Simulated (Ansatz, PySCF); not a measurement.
Gas-phase reaction (SMILES): CB(C)C + 3 [H][H] (H2) -> B (BH3) + 3 C (CH4); energy of full hydrogenation.

Each molecule is optimised on its own at B3LYP-D3(BJ)/def2-TZVP (Ansatz, an electronic-structure program). Cores are frozen in the correlated levels unless marked. No spin-orbit coupling. Non-relativistic. CBS(X,Y): correlation extrapolated as X^-3; Hartree-Fock from the larger set. [CCSD(T)-MP2]/basis is that difference in the basis named. Thermal terms are rigid-rotor harmonic-oscillator values from B3LYP-D3(BJ) frequencies (Ansatz or PySCF) at 298.15 K and 1 atm. 1 Eh = 627.5095 kcal/mol.

```
species      E, RI-MP2/CBS(aug-cc-pVTZ,aug-cc-pVQZ)+[CCSD(T)-MP2]/aug-cc-pVTZ (Ansatz) (Eh)  E, PBE/def2-TZVPD (Ansatz) (Eh)  H - E (Eh)
-----------  ------------------------------------------------------------------------------  -------------------------------  ----------
CB(C)C                                                                           -144.39059                       -144.42813     0.12045
[H][H] (H2)                                                                        -1.17524                         -1.16589     0.01336
B (BH3)                                                                           -26.55177                        -26.55229     0.03008
C (CH4)                                                                           -40.46129                        -40.46301     0.04840
```

Work out ΔE and ΔH at 298.15 K at the first level, then ΔH at the second.


1. ΔE = [(-26.55177) + 3×(-40.46129)] - [(-144.39059) + 3×(-1.17524)] = -0.01933 Eh = -12.1 kcal/mol at RI-MP2/CBS(aug-cc-pVTZ,aug-cc-pVQZ)+[CCSD(T)-MP2]/aug-cc-pVTZ.
2. The terms H - E add up to 0.01475 Eh, so ΔH = (-0.01933 + (0.01475))×627.5095 = -2.9 kcal/mol.
3. At PBE/def2-TZVPD the same steps give ΔE = -9.7 and ΔH = -0.5 kcal/mol, a shift of +2.4 from the first level.
4. These values are not checked against measurement here, since the tables used lack a sound gas-phase enthalpy of formation for at least one species.
